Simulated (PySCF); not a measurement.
## Chlorine: a sound run and one with changed settings

Sound run: Cl²⁺ [Ne] 3s2 3p3, Cl³⁺ [Ne] 3s2 3p2. Calculation: PySCF 2.14, in def2-SVP (4s3p1d, 18 functions); the non-relativistic Hamiltonian (point nucleus). The sound run starts from symmetry-adapted Hartree-Fock orbitals and uses a fine grid where one is needed.

Changed run: 6 angular points. This setting is unsound on purpose.

| species | method | sound run (hartree) | changed run (hartree) | converged |
| --- | --- | --- | --- | --- |
| Cl²⁺ | UHF | -458.05079 | -458.05079 | yes |
| Cl²⁺ | BP86 | -458.66420 | -458.66420 | yes |
| Cl²⁺ | TPSS | -458.65233 | -458.65233 | yes |
| Cl³⁺ | UHF | -456.62025 | -456.62025 | yes |
| Cl³⁺ | BP86 | -457.20972 | -457.25310 | yes |
| Cl³⁺ | TPSS | -457.19703 | -457.26316 | yes |

Ionisation energy of Cl²⁺:

```
method  sound run (eV)  changed run (eV)
   UHF          38.927            38.927
  BP86          39.578            38.398
  TPSS          39.601            37.801
```

A coarse angular grid integrates products of high-l functions wrongly, so density functionals can shift, and the SCF can exploit the error; Hartree-Fock and MP2 need no grid.

For comparison, NIST gives 39.8 ± 0.11 eV between the lowest levels.
